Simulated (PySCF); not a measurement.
C₂H₈SeSi. Atoms are numbered in the order given.

```xyz
12

Si     0.9279     0.4164     0.0000
C      1.7481    -0.2649    -1.5450
C      1.7481    -0.2649     1.5450
Se    -1.3335    -0.0185     0.0000
H      0.9711     1.9106     0.0000
H      1.6677    -1.3636    -1.5811
H      1.2781     0.1392    -2.4546
H      2.8199    -0.0042    -1.5631
H      1.2781     0.1392     2.4546
H      1.6677    -1.3636     1.5811
H      2.8199    -0.0042     1.5631
H     -1.1297    -1.4772     0.0000
```

Coordinates come from a r2SCAN-D4/def2-SVP optimisation. The values are those of a single conformer.

Level of theory: PBE/pcSseg-1 (PySCF).

GIAO shieldings, no solvent; atoms alike by connectivity are averaged. δ = σ(ref) − σ: ²⁹Si against TMS (σ = 335.4 ppm); ¹³C against TMS (σ = 182.0 ppm); ⁷⁷Se against Me2Se (σ = 1634.8 ppm); ¹H against TMS (σ = 31.49 ppm), references at their B3LYP-D3(BJ)/def2-TZVP geometries, non-relativistic.

```
atoms                     nucleus  count  δ (ppm)
------------------------  -------  -----  -------
Si1                          ²⁹Si      1      [?]
C2, C3                        ¹³C      2      [?]
Se4                          ⁷⁷Se      1   -431.6
H5                             ¹H      1     5.28
H6, H7, H8, H9, H10, H11       ¹H      6     0.74
H12                            ¹H      1      [?]
```

Task: What belongs in the gaps? (An estimate is asked for; the answer gives what the named calculation found.)

Result: 
- C2, C3, δ (ppm): 6.9
- Si1, δ (ppm): 4.9
- H12, δ (ppm): 0.10
